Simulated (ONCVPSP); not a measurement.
**Al: one change to an ONCV potential, before and after**

```json
{
 "Element": "aluminium",
 "Generator": "ONCVPSP 4.0.1",
 "Type": "optimised norm-conserving Vanderbilt (ONCV)",
 "Functional": "PBEsol",
 "Relativity": "non-relativistic",
 "Frozen core": "[He]",
 "Valence charge": "11",
 "Reference configuration": "2s2 2p6 3s2 3p1",
 "Partial waves": "2s+3s: rc 1.25 bohr, ncon 4, nbas 7, qcut 8.1 1/bohr, 2 projectors; 2p+3p: rc 1.10 bohr, ncon 5, nbas 8, qcut 14.7 1/bohr, 2 projectors; d scattering state at 0.28 Ha: rc 1.25 bohr, ncon 4, nbas 7, qcut 6.5 1/bohr, 2 projectors, debl 2.4 Ha",
 "Local potential": "polynomial inside 0.75 bohr (lpopt 5, dvloc0 0 Ha)",
 "Core correction": "Teter function, fcfact 2.75, rcfact 1.45"
}
```

Change: all radii but the core radius scaled by about 0.84 (s 1.06, p 0.92, d 1.06 bohr); local potential polynomial inside 0.64 bohr (lpopt 5, dvloc0 0 Ha).

Cutoffs: the cutoffs (Ha) at which the residual kinetic energy of the hardest occupied pseudo-wave falls to 1 and 0.1 mHa per electron; they do not see the model core or the augmentation charge, which bear on the density cutoff. Errors are all-electron minus pseudo energies relative to the spin-unpolarised reference configuration.

**Question.** How do hardness, ghosts and transferability respond?

**Answer.** The potential gets harder (81 Ha and 92 Ha → 95 Ha and 112 Ha); the errors of the 3 common tests hardly move; neither file shows a bound ghost. A smaller radius makes the pseudo-wave follow the all-electron one further in, where it bends more sharply, so more plane waves are needed.

```csv
quantity,base,changed
"cutoff, loose",81 Ha,95 Ha
"cutoff, tight",92 Ha,112 Ha
loose cutoff by channel,"s 25 Ha, p 81 Ha","s 25 Ha, p 95 Ha"
bound ghosts,none,none
GHOST(+) flags under 300 eV,none,none
tests with a reliable result,3 of 4,3 of 4
"error for 2s2 2p6 3s2 3p0, meV [ΔE 5.75 eV]",+0.3,+0.2
"error for 2s2 2p6 3s1 3p0, meV [ΔE 24.88 eV]",-0.4,-0.3
"error for 2s2 2p6 3s1 3p1, meV [ΔE 11.50 eV]",-0.4,-0.3
"rms error of d²Exc/dni dnj with the model core, mHa",1.25,1.40
```
